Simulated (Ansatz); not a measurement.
Ansatz (a quantum-chemistry and plane-wave program) input (MP2/LANL2DZ): The .json file is the Basis Set Exchange's LANL2DZ.

Ansatz 0.2 input:
```yaml
crystal:
  periodic: [false, false, false]
  atoms:
    - {symbol: Sn, position_ang: [-0.18070202, -0.06619543, 0.31402801]}
    - {symbol: F, position_ang: [1.82466234, 0.14524483, 0.28065493]}
    - {symbol: F, position_ang: [-0.25944832, -1.35532571, -1.23492295]}
    - {symbol: F, position_ang: [-0.56131392, 1.57783327, -0.79033206]}
basis:
  gaussian:
    orbitals: LANL2DZ.json
total_charge: -1
magnetization: {spin_polarized: false}
correlation: {method: mp2, electrons: outside_noble_gas}
```

**Question.** What final total energy does it give?

**Answer.** -302.21320 Eh.
